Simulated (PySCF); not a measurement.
Calculation: ωB97X-D3(BJ)/def2-TZVP // PBE0-D3(BJ)/def2-TZVP (PySCF). Gas-phase values, no solvent. One relaxed conformer stands for a flexible species; it need not be the lowest. Excitations are Tamm–Dancoff values on a coarser integration grid. The basis has no diffuse functions, so Rydberg states are missing or too high.

Reference species (SMILES): `C=[SiH2]` (neutral, multiplicity 1).

The brightest of the four lowest singlets (TDA) is 5.60 eV and the T1 excitation (TDA) is 2.84 eV.

Changed species: `C=[SiH][SeH]` (C–Si–Se–H torsion 0°) (X = selanyl; the reference has X = H).

Question: What does the change do to the brightest of the four lowest singlets (TDA) and T1 excitation (TDA)?

Answer: the brightest of the four lowest singlets (TDA) falls by 0.26 eV, to 5.34 eV; the T1 excitation (TDA) goes up by 0.22 eV, to 3.06 eV.
